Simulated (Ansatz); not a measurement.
A run on C2H2BCl, SMILES `ClB1C=C1` with other settings.

```yaml
crystal:
  periodic: [false, false, false]
  atoms:
    - {symbol: Cl, position_ang: [-1.093686, -0.631275, 2.107538]}
    - {symbol: B, position_ang: [-0.426526, -0.234950, 0.639789]}
    - {symbol: C, position_ang: [0.322136, 0.681947, -0.240686]}
    - {symbol: C, position_ang: [0.102830, -0.582864, -0.717868]}
    - {symbol: H, position_ang: [0.932813, 1.558809, -0.558870]}
    - {symbol: H, position_ang: [0.097601, -1.055587, -1.586917]}
basis:
  gaussian: {orbitals: pcseg-2}
hamiltonian: {xc: {name: HF}, dispersion: d4}
```

```sh
$ ansatz run in.yaml --threads 2 --pin off --events-out ev --progress --plain --max-ram 4352MiB
```

Shortened log:

```
Functional definition: HF
1160 factors; their error is unknown
mean field evaluation 1: about -15265.4906 eV, gradient 2.9e1 eV
mean field evaluation 2: about -15267.5112 eV, gradient 1.2e1 eV
mean field evaluation 4: about -15267.8877 eV, gradient 4.6e-1 eV
mean field evaluation 8: about -15268.2428 eV, gradient 6.8e-1 eV
mean field -15268.24316771 eV, -561.0975872265 hartree, gradient 2.0e-5 eV, S^2 0.000000; 0 other end points of the search recorded, 0 dependent functions left out
reference -15268.24316771 eV, -561.0975872265 hartree; 18, 18 occupied and 134, 134 virtual orbitals, 1160 factors
Total energy: -15268.67025780 eV, -561.1132824978 hartree
```

Hardware: 2 threads of an Arm Neoverse V1 on a shared host. Wall time 0.65 s, peak host memory 0.36 GiB.
